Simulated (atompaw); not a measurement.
An all-electron radial function and its pseudo partner (Mo (Z = 42))

Columns: radius, all-electron u(r) and pseudo u(r) of the 4s shell (level -64.35 eV) of molybdenum in the configuration [Ar] 3d10 4s2 4p6 4d5 5s1 5p0; PBE, scalar-relativistic, PAW (atompaw) scheme, atompaw 4.2.0.5.

```
r (bohr)  all-electron  pseudo
   0.092        0.3709  0.2105
   0.185       -0.0398  0.4160
   0.277       -0.5359  0.6052
   0.369       -0.5453  0.7741
   0.462       -0.2269  0.9191
   0.554        0.1839  1.0331
   0.646        0.5546  1.1154
   0.738        0.8307  1.1653
   0.831        1.0061  1.1833
   0.923        1.0894  1.1713
   1.015        1.1029  1.1332
   1.108        1.0661  1.0726
   1.200        0.9976  0.9962
   1.292        0.9113  0.9087
   1.385        0.8163  0.8147
   1.477        0.7216  0.7210
   1.569        0.6307  0.6305
   1.662        0.5454  0.5454
   1.754        0.4688  0.4688
   1.846        0.4007  0.4007
   1.938        0.3407  0.3407
   2.031        0.2880  0.2880
   2.123        0.2431  0.2431
   2.215        0.2045  0.2045
   2.308        0.1713  0.1713
   2.400        0.1434  0.1434
```

Problem. How many radial nodes do the two functions have?

Solution. The all-electron 4s function has n − l − 1 = 3 (the table is too coarse to show those close to the nucleus); the pseudo-wave has 0, since the states of the same l below it are removed with the core.

Problem. At about which radius was the pseudo-wave matched?

Solution. 1.75 bohr. The columns agree to 0.0005 from 1.57 bohr on; several derivatives are matched, so the curves merge somewhat inside the radius.

Problem. Where does each function peak?

Solution. Outermost all-electron maximum near 1.01 bohr, pseudo maximum near 0.83 bohr (to the table’s step).

Problem. Is the pseudo-wave norm-conserving?

Solution. No, it belongs to a PAW set: the norm inside the radius is not constrained, and the difference is carried by the augmentation charge.
